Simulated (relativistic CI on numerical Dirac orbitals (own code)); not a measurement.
## Calculated levels, Sn5+

Method of calculation: Dirac-Coulomb-Breit CI, orbitals from a KLI potential per configuration, model QED, valence Slater integrals scaled by 0.85, P86 correlation energy added to each configuration (own radial code, finite nucleus).

Configuration list (outside the closed core [Ar] 3d10): 4s2 4p6 4d9, 4s2 4p6 4d8 5s, 4s2 4p6 4d8 4f, 4s2 4p6 4d8 5p, 4s2 4p5 4d10, 4s2 4p6 4d8 5d, 4s2 4p6 4d8 6s, 4s2 4p6 4d8 6p, 4s2 4p6 4d8 5f, 4s2 4p6 4d8 6d, 4s2 4p6 4d7 5s 5p, 4s 4p6 4d10, 4s2 4p6 4d8 5g, 4s2 4p6 4d8 6f, 4s2 4p6 4d7 5s2, 4s2 4p6 4d6 4f 5s2, 4s2 4p6 4d6 5s2 5p, 4s2 4p6 4d6 5s2 5d, 4s2 4p6 4d6 5s2 6s. Double excitations out of closed p, d and f shells are left out; levels of such configurations are missing from the list, as are those of other unlisted configurations, and high levels can miss mixing partners.

The lowest level is 4s2 4p6 4d9 2D_5/2, with 100 % of that term; Hund's rules for 4s2 4p6 4d9 give 2D with J = 5/2, in agreement.

```csv
No.,Configuration,Term,J,E (eV),%,Next component (%),Lifetime (s)
1,4s2 4p6 4d9,2D,5/2,0.0000,100,,
2,4s2 4p6 4d9,2D,3/2,1.0486,100,,1.02e-01
3,4s2 4p6 4d8 5s,4F,9/2,27.9127,99,1 2G,2.75e-03
4,4s2 4p6 4d8 5s,4F,7/2,28.4132,80,19 2F,6.25e-05
5,4s2 4p6 4d8 5s,4F,5/2,28.9767,91,6 2D,3.17e-04
6,4s2 4p6 4d8 5s,4F,3/2,29.1739,79,19 2D,1.44e-04
7,4s2 4p6 4d8 5s,2F,7/2,29.4230,79,20 4F,1.37e-05
8,4s2 4p6 4d8 5s,2F,5/2,29.7248,34,33 2D,2.39e-05
9,4s2 4p6 4d8 5s,2F,5/2,30.3824,49,47 4P,2.16e-05
10,4s2 4p6 4d8 5s,4P,3/2,30.4685,47,26 2D,3.91e-05
11,4s2 4p6 4d8 5s,4P,1/2,30.8171,97,3 2S,6.99e-04
12,4s2 4p6 4d8 5s,4P,3/2,31.0287,53,29 2D,3.76e-05
13,4s2 4p6 4d8 5s,2D,5/2,31.4930,61,20 4P,2.62e-05
14,4s2 4p6 4d8 5s,2G,9/2,31.7246,99,1 4F,2.41e-05
15,4s2 4p6 4d8 5s,2G,7/2,31.7489,98,2 2F,2.56e-05
16,4s2 4p6 4d8 5s,2P,1/2,31.9117,97,2 2S,8.04e-06
17,4s2 4p6 4d8 5s,2P,3/2,31.9199,72,26 2D,1.00e-05
18,4s2 4p6 4d8 5s,2S,1/2,36.0201,94,3 4P,1.36e-05
19,4s2 4p6 4d8 5p,4D°,7/2,38.4478,80,12 4F°,6.39e-10
20,4s2 4p6 4d8 5p,4G°,9/2,38.8981,40,36 2G°,6.18e-10
21,4s2 4p6 4d8 5p,4D°,5/2,39.3642,79,11 4F°,5.96e-10
22,4s2 4p6 4d8 5p,4G°,7/2,39.6681,66,14 4F°,5.79e-10
23,4s2 4p6 4d8 5p,4G°,11/2,39.7866,98,2 2H°,4.33e-10
24,4s2 4p6 4d8 5p,4G°,5/2,39.8296,53,18 2F°,4.28e-10
25,4s2 4p6 4d8 5p,2D°,3/2,39.8919,35,22 4F°,4.00e-10
26,4s2 4p6 4d8 5p,4D°,3/2,40.1343,73,15 2D°,5.04e-10
27,4s2 4p6 4d8 5p,4F°,9/2,40.1957,71,27 2G°,4.32e-10
28,4s2 4p6 4d8 5p,4D°,1/2,40.3488,85,14 2P°,5.71e-10
29,4s2 4p6 4d8 5p,2F°,7/2,40.3769,59,20 4F°,2.09e-10
30,4s2 4p6 4d8 5p,2D°,5/2,40.5201,49,26 4G°,1.19e-10
31,4s2 4p6 4d8 5p,4G°,9/2,40.8972,58,36 2G°,4.55e-10
32,4s2 4p6 4d8 5p,4P°,3/2,40.9451,45,26 4F°,3.92e-10
33,4s2 4p6 4d8 5p,4F°,5/2,40.9786,35,33 2F°,2.09e-10
34,4s2 4p6 4d8 5p,4P°,1/2,41.0573,85,10 2P°,6.19e-10
35,4s2 4p6 4d8 5p,4P°,5/2,41.1209,40,36 2D°,1.08e-10
36,4s2 4p6 4d8 5p,4F°,7/2,41.1715,43,27 2F°,3.91e-10
37,4s2 4p6 4d8 5p,2F°,7/2,41.2890,36,33 2G°,2.33e-10
38,4s2 4p6 4d8 5p,2F°,5/2,41.5999,60,29 2D°,9.10e-11
39,4s2 4p6 4d8 5p,4F°,3/2,41.6413,43,29 2D°,1.48e-10
40,4s2 4p6 4d8 5p,4P°,5/2,41.8104,29,28 2F°,1.75e-10
41,4s2 4p6 4d8 5p,2F°,7/2,42.1142,62,22 2G°,9.47e-11
42,4s2 4p6 4d8 5p,2H°,9/2,42.1411,91,8 2G°,6.39e-10
43,4s2 4p6 4d8 5p,2P°,1/2,42.1902,72,11 4D°,3.84e-10
44,4s2 4p6 4d8 5p,2D°,3/2,42.2592,42,30 2P°,4.93e-11
45,4s2 4p6 4d8 5p,4D°,1/2,42.3869,83,14 2P°,2.56e-10
46,4s2 4p6 4d8 5p,2D°,5/2,42.4345,48,29 2F°,1.45e-10
47,4s2 4p6 4d8 5p,4D°,3/2,42.4973,45,39 2D°,1.16e-10
48,4s2 4p6 4d8 5p,4D°,7/2,42.5097,54,39 2F°,1.28e-10
49,4s2 4p6 4d8 5p,2P°,3/2,42.8150,59,21 2D°,1.04e-10
50,4s2 4p6 4d8 5p,2F°,5/2,42.8509,34,28 2D°,1.47e-10
51,4s2 4p6 4d8 5p,2H°,11/2,43.1565,98,2 4G°,4.76e-10
52,4s2 4p6 4d8 5p,2P°,3/2,43.1704,58,28 2D°,4.63e-11
53,4s2 4p6 4d8 5p,4D°,5/2,43.3017,45,39 2D°,1.89e-10
54,4s2 4p6 4d8 5p,2D°,3/2,43.5126,74,15 4D°,2.00e-10
55,4s2 4p6 4d8 5p,2F°,7/2,43.5897,56,31 4D°,3.49e-10
56,4s2 4p6 4d8 5p,2S°,1/2,43.6252,67,21 2P°,1.40e-10
57,4s2 4p6 4d8 5p,2F°,5/2,43.7129,68,27 2D°,8.41e-11
58,4s2 4p6 4d8 5p,4S°,3/2,43.8449,85,8 2P°,3.70e-10
59,4s2 4p6 4d8 5p,2P°,1/2,44.1805,73,21 2S°,4.37e-11
60,4s2 4p6 4d8 5p,2G°,7/2,44.2085,86,13 2F°,3.09e-10
61,4s2 4p6 4d8 5p,2G°,9/2,44.3374,93,6 2H°,3.90e-10
62,4s2 4p6 4d8 5p,2P°,1/2,46.9589,95,3 4D°,1.73e-10
63,4s2 4p6 4d8 5p,2P°,3/2,48.0286,94,2 2D°,2.26e-10
64,4s2 4p6 4d8 5d,4D,7/2,54.9798,84,13 4F,1.22e-10
65,4s2 4p6 4d8 5d,4D,5/2,55.0064,46,45 4P,1.16e-10
66,4s2 4p6 4d8 5d,2H,11/2,55.2161,45,42 4H,1.17e-10
67,4s2 4p6 4d8 5d,4H,13/2,55.2677,98,2 2I,1.28e-10
68,4s2 4p6 4d8 5d,4F,9/2,55.3498,40,39 4G,1.17e-10
69,4s2 4p6 4d8 5d,2P,3/2,55.3520,38,33 4D,1.33e-10
70,4s2 4p6 4d8 5d,4G,11/2,55.4541,75,24 2H,1.30e-10
```

Energies count from the lowest computed level; ° marks odd parity; lifetimes are radiative, by E1, M1, E2 decay to levels of this space only.

The mean weight of the leading LS term, summed over parents, in these 70 levels is 67 %, and that of the leading jj configuration (from the same eigenvectors) 64 %.

At this charge configurations can still be misplaced by up to about 7 % of their energy. 36 of the 69 excited levels that our extract of the measured tables holds in this range could be paired (the sources list more); they are missed by 6093 cm⁻¹ on average and 8388 at most, and levels without a partner can miss by more.

LS names give the leading component of a level, which can be under half, so a name can repeat, a term be missing and a line seem to break the LS rules.
